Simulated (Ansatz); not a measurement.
Ansatz results at the PBE0-D4/def2-TZVP geometry: LUMO energy (PBE/def2-TZVPP) 0.22 eV; size of the dipole moment (B3LYP/def2-TZVPP) 1.09 D; HOMO–LUMO gap (PBE0/def2-TZVPP) 8.15 eV.

Each molecule was computed in one conformer, which needn't be the lowest.

Question: Which molecule gave them?
A. `C[SiH2]OCO`
B. `[SiH3][GeH]([Cl])[BH]Cl`
C. `CNC(O)O`
D. `[CH3][Al]([NH2])[SiH2][SiH3]`

Answer: C. The others give `C[SiH2]OCO`: -0.06, 1.08, 9.03; `[CH3][Al]([NH2])[SiH2][SiH3]`: -1.66, 1.85, 6.23; `[SiH3][GeH]([Cl])[BH]Cl`: -3.39, 2.32, 5.24.

B3LYP here is the variant with VWN-RPA as its local correlation; programs differ in this.
